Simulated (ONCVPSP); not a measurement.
# Ranking ONCV potentials for tantalum

All share these settings but for the change named:

ONCVPSP 4.0.1 input, shortened (lines: element, Z, core and valence counts, functional; n l f; lmax; l rc ep ncon nbas qcut; lloc lpopt rc5 dvloc0; l nproj debl; icmod fcfact rcfact), PBEsol, scalar-relativistic:

```
  Ta 73.00   10    5  -116133      upf
    1    0    2.00
    2    0    2.00
    2    1    6.00
    3    0    2.00
    3    1    6.00
    3    2   10.00
    4    0    2.00
    4    1    6.00
    4    2   10.00
    4    3   14.00
    5    0    2.00
    5    1    6.00
    5    2    3.00
    6    0    1.75
    6    1    0.25
    2
    0    1.50    0.00    4    8    7.30
    1    2.05    0.00    4    9    8.40
    2    2.90    0.00    4    9    6.60
    4    3    1.45    4.00
    0    2    2.00
    1    2    2.20
    2    1    2.90
    0    0.00    0.00
```

Test errors are all-electron minus pseudo excitation energies from the reference, over 5s2 5p6 5d3 6s2 6p0; 5s2 5p6 5d3 6s1 6p0; 5s2 5p6 5d3 6s0 6p0; 5s2 5p6 5d4 6s0 6p0. None of these files shows a bound ghost.

The base gives 2.0 meV.

Of 11 variants that were run, those that failed, showed a ghost or another fault, or gave nearly equal values are left out.

A variant can come out equal or close to the base, since the largest error may sit in a test that the change hardly touches while other tests move.

**Question.** Rank these variants by their largest absolute test error, smallest first.
A. s: ncon 3, nbas 7
B. core correction Teter function, fcfact 4, rcfact 1.65
C. s: rc 2.24
D. functional BLYP
E. s: qcut 4.8; p: qcut 5.5; d: qcut 4.3

**Answer.** A (2.1 meV), C (5.9 meV), D (9.4 meV), B (18.3 meV), E (43.3 meV).
